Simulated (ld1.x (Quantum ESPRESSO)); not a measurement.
## What one change does to a pseudopotential (Sn, TM semilocal)

Sn, norm-conserving Troullier–Martins (semilocal form), made with ld1.x (Quantum ESPRESSO) 7.5 (PBEsol, scalar-relativistic). Core [Kr] 4d10, reference 5s2 5p1 (charge +1). Waves: 5s (bound): rc 1.70 bohr; 5p (bound): rc 1.80 bohr. Local part: the p channel. Core correction: a·sin(br)/r model core, default radius (core density twice the valence density).

Change: core correction a·sin(br)/r model core inside 1.94 bohr.

Cutoffs: the cutoffs (Ry, on a coarse ladder) from which the occupation-weighted sum of valence levels, in a spherical-Bessel basis at the reference potential, stays within 10 and 1 mRy of its value at 400 Ry; they do not see the model core or the augmentation charge, which bear on the density cutoff. Errors are all-electron minus pseudo energies relative to the spin-unpolarised reference configuration.

How do hardness, ghosts and transferability respond?

The potential gets neither clearly harder nor softer (30 Ry and 60 Ry → 30 Ry and 60 Ry); of the 7 tests that both files solve, the error grows in 1 and shrinks in 2 by more than 15 % and 0.3 meV (median size 4.1 → 4.8 meV); neither file shows a bound ghost. The default core radius of the base comes out at 1.78 bohr. A semilocal file is local in each channel, so a ghost entry of none says nothing of the separable form that plane-wave codes build from it. A wider model core is smoother and lowers the density cutoff, which this test does not measure.

```csv
quantity,base,changed
"cutoff, loose",30 Ry,30 Ry
"cutoff, tight",60 Ry,60 Ry
bound ghosts,none,none
"error for 5s2 5p2, meV [ΔE -6.90 eV]",-3.4,-3.9
"error for 5s2 5p0, meV [ΔE 13.97 eV]",-29,-31
"error for 5s1 5p0, meV [ΔE 44.99 eV]",-275,-283
"error for 5s2 5p2.3, meV [ΔE -7.75 eV]",-4.1,-4.8
"error for 5s2 5p1.5, meV [ΔE -4.27 eV]",-1.1,-1.3
"error for 5s0 5p4, meV [ΔE 7.35 eV]",-30,-23
"error for 5s1 5p3, meV [ΔE 0.11 eV]",-3.9,-2.2
s: phases at 1.95 bohr within 0.05 rad from the reference energy up to (Ry; the scan ends near 5),2.1,2.1
p: phases at 1.95 bohr within 0.05 rad from the reference energy up to (Ry; the scan ends near 5),0.1,0.1
```
